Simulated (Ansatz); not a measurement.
Basis sets compared for ReO3F. Charge 0, multiplicity 1. Geometry PBE0-D4/def2-SVP. Ansatz on 4 threads of Arm Neoverse V2 on a shared host; times are rough, and most runs start from earlier orbitals.

Cartesian coordinates in Å:
```
Re -0.007 0.002 0.009
O -1.636 -0.105 -0.422
O 0.305 -1.166 1.189
O 0.261 1.524 0.689
F 1.077 -0.255 -1.465
```

In the def2 sets Re takes a core potential; there is no spin–orbit coupling.

Binding counts from free atoms (Re sextet, O triplet, F doublet) in the same basis, without a counterpoise term.

```json
{"level": "PBE-D4/def2-SVP", "functions": "88", "energy (Eh)": "-403.4571", "HOMO (eV)": "-8.50", "LUMO (eV)": "-3.84", "binding per atom (eV)": "5.30", "wall time": "0.6 s"}
{"level": "PBE0-D4/def2-SVP", "functions": "88", "energy (Eh)": "-403.3317", "HOMO (eV)": "-10.26", "LUMO (eV)": "-3.28", "binding per atom (eV)": "4.60", "wall time": "0.7 s"}
```

(1) Estimate the rows for PBE-D4/def2-TZVP, PBE0-D4/def2-TZVP.

Answers

(1) 
| level | functions | energy (Eh) | HOMO (eV) | LUMO (eV) | binding per atom (eV) | wall time |
| --- | --- | --- | --- | --- | --- | --- |
| PBE-D4/def2-TZVP | 164 | -403.8769 | -8.55 | -3.91 | 5.30 | 0.95 s |
| PBE0-D4/def2-TZVP | 164 | -403.7574 | -10.22 | -3.25 | 4.67 | 1.2 s |
